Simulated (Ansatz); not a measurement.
Consider the ligand exchange at a Ga–Se bond: `[F][GaH][SeH]` + `BN` → `B[NH][GaH][F]` + H₂Se.

Computed with Ansatz on PBE0-D4/def2-TZVP structures; ΔE is electronic, products minus reactants. CCSD(T)/CBS is the MP2 limit (def2-TZVPP, def2-QZVPP) plus CCSD(T) − MP2 in def2-TZVPP, frozen cores. This one scheme is used for every species. For Ga, Se outer-core shells are correlated without core-valence functions, which leaves a few kJ/mol of doubt a bond. Scalar relativity is left out up to krypton. Each species was taken in one conformer, which may not be the lowest.

```
        species  CCSD/CBS(def2) energy (Eh)
`[F][GaH][SeH]`                 -4425.68703
           `BN`                   -81.92296
`B[NH][GaH][F]`                 -2105.69653
           H₂Se                 -2401.88824
```

Problem. Work out ΔE.

Solution. ΔE = (-2105.69653) + (-2401.88824) − (-4425.68703) − (-81.92296) = 0.02522 Eh = +15.8 kcal/mol. CCSD(T)/CBS gives +15.9 kcal/mol.

Largest T1 diagnostic among the species: 0.014.

Leaving LDA and LC-ωPBE aside and taking each functional with its dispersion term where it has one, the values, not all of them listed here, spread over 2.4 kcal/mol, from CAM-B3LYP-D4 to PBE-D4. LDA lies −1.0 kcal/mol from PBE without D4. In def2-TZVPP, CCSD(T) changes the Hartree–Fock value by −1.4 kcal/mol (the triples alone add +0.0 kcal/mol) and MP2 by −1.2 kcal/mol. At CCSD(T), def2-SVP lies −1.4 kcal/mol from the extrapolated value and def2-TZVPP −0.8 kcal/mol.
